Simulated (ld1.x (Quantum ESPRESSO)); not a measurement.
**Configuration tests for dysprosium (TM)**

ld1.x (Quantum ESPRESSO) 7.5 input, shortened:

```
&input
   title='Dy', zed=66., rel=1, dft='PZ', iswitch=3,
   config='[Xe] 4f10 5d0 6s2 6p0'
 /
 &inputp
   pseudotype=2, tm=.true., lloc=-1, rcloc=3.10,
   nlcc=.false.
 /
4
5S  1  0   2.00   0.00  2.25  2.25  0.0
5P  2  1   6.00   0.00  2.25  2.25  0.0
5D  3  2   0.00   0.00  3.45  3.45  0.0
4F  4  3  10.00   0.00  1.25  1.25  0.0
 &test
   configts(1)='4f10 5s2 5p6 5d0 6s2 6p0'
 /
```

Occupied shells without a wave of their own: 6s. They enter only through the test configuration that unscreens the potential.

Energies are relative to the spin-unpolarised reference configuration 4f10 5s2 5p6 5d0 6s2 6p0; without spin polarisation the order of configurations can differ from experiment. Spin-polarised rows fill each open shell by Hund’s rule, majority spin first. Not all tests gave a result: 1 of 9 tests not solved or not reliable. Left out of the table: 4f10 5s2 5p6 5d0 6s2 6p0 (spin-polarised) (solver errors, printed error -3887 eV).

**Question.** Give the all-electron excitation energy and the error of the potential for: 4f10 5s2 5p6 5d0 6s1 6p0; 4f10 5s2 5p6 5d0 6s0 6p0; 4f9 5s2 5p6 5d0 6s0 6p0; 4f9 5s2 5p6 5d1 6s2 6p0; 4f11 5s2 5p6 5d0 6s0 6p0; 4f9 5s2 5p6 5d0 6s2 6p0; 4f8 5s2 5p6 5d0 6s0 6p0; 4f10 5s2 5p6 5d0 6s1 6p0 (spin-polarised).

**Answer.**

| valence configuration | charge | ΔE all-electron (eV) | error AE − PS (meV) |
| --- | --- | --- | --- |
| 4f10 5s2 5p6 5d0 6s1 6p0 | +1 | 6.452 | +88 |
| 4f10 5s2 5p6 5d0 6s0 6p0 | +2 | 18.328 | +203 |
| 4f9 5s2 5p6 5d0 6s0 6p0 | +3 | 44.314 | -122 |
| 4f9 5s2 5p6 5d1 6s2 6p0 | 0 | 4.408 | -247 |
| 4f11 5s2 5p6 5d0 6s0 6p0 | +1 | 8.167 | +21 |
| 4f9 5s2 5p6 5d0 6s2 6p0 | +1 | 10.462 | -38 |
| 4f8 5s2 5p6 5d0 6s0 6p0 | +4 | 89.359 | -864 |
| 4f10 5s2 5p6 5d0 6s1 6p0 (spin-polarised) | +1 | 3.473 | +3409 |

The 6s level has no wave, so the channel is fitted at the deeper level alone: the likely source of the large errors.
